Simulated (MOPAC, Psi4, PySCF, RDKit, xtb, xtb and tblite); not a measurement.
Two geometries of SMILES c1ccc([SiH2][SiH2]c2ccccc2)cc1 (C12H14Si2), relaxed at GFN2-xTB with one dihedral held; other torsions can differ between them too.

Structure A

```
28

C      4.7739     0.6417     0.7365
C      3.6457     1.4424     0.8094
C      2.4728     1.0385     0.1995
C      2.3985    -0.1642    -0.4982
Si     0.7636    -0.7003    -1.2770
Si    -0.7287    -1.2636     0.4082
C     -1.9084     0.1840     0.6918
C     -1.6336     1.1543     1.6506
C     -2.4671     2.2435     1.8285
C     -3.5978     2.3845     1.0416
C     -3.8864     1.4311     0.0794
C     -3.0469     0.3455    -0.0913
C      3.5405    -0.9549    -0.5580
C      4.7183    -0.5598     0.0511
H      5.6925     0.9539     1.2119
H      3.6833     2.3819     1.3427
H      1.5956     1.6692     0.2600
H      0.2909     0.4163    -2.1120
H      1.0636    -1.8092    -2.1949
H     -1.5563    -2.4354     0.0832
H     -0.0789    -1.5520     1.6963
H     -0.7534     1.0496     2.2705
H     -2.2369     2.9838     2.5818
H     -4.2519     3.2335     1.1782
H     -4.7678     1.5358    -0.5375
H     -3.2791    -0.3956    -0.8440
H      3.5053    -1.8934    -1.0934
H      5.5954    -1.1886    -0.0092
```

Structure B

```
28

C      4.6264     0.5775     0.9696
C      3.5426     1.4373     0.9055
C      2.4173     1.0767     0.1884
C      2.3473    -0.1424    -0.4803
Si     0.7452    -0.6599    -1.3370
Si    -0.7099    -1.3140     0.3513
C     -0.4614    -0.0854     1.7645
C      0.6585    -0.1841     2.5855
C      0.9162     0.7589     3.5627
C      0.0533     1.8281     3.7362
C     -1.0672     1.9426     2.9308
C     -1.3163     0.9949     1.9546
C      3.4460    -0.9916    -0.4050
C      4.5769    -0.6384     0.3089
H      5.5066     0.8541     1.5319
H      3.5733     2.3874     1.4197
H      1.5744     1.7534     0.1475
H      0.2686     0.4887    -2.1225
H      1.0730    -1.7201    -2.3011
H     -2.1303    -1.2837    -0.0264
H     -0.4448    -2.6607     0.8798
H      1.3407    -1.0133     2.4547
H      1.7935     0.6636     4.1867
H      0.2531     2.5694     4.4966
H     -1.7451     2.7742     3.0627
H     -2.1918     1.0925     1.3272
H      3.4133    -1.9442    -0.9158
H      5.4207    -1.3127     0.3536
```

**Question.** Which is lower in energy at the level PBE0-D3(BJ)/def2-SVP // GFN2-xTB (Psi4), and by how much?

**Answer.** B is lower, by 2.47 kcal/mol (dihedral C4–Si5–Si6–C7: 100° in A, 40° in B).

E(B) − E(A) in kcal/mol at the other levels, on the same two geometries: GFN2-xTB (xtb and tblite) -1.29; MMFF94 // GFN2-xTB (RDKit) 0.45; PBE0/def2-SVP // GFN2-xTB (Psi4) -0.37; PBE/def2-SVP // GFN2-xTB (Psi4) -0.20; PBE-D3(BJ)/def2-SVP // GFN2-xTB (Psi4) -2.30; UFF // GFN2-xTB (RDKit) -1.61; PM3, restricted, heats of formation // GFN2-xTB (MOPAC) 1.70; AM1, restricted, heats of formation // GFN2-xTB (MOPAC) 2.27; GFN1-xTB // GFN2-xTB (xtb) -1.04; restricted B3LYP/6-31G*, spherical d, density fitting // GFN2-xTB (PySCF) 0.88.
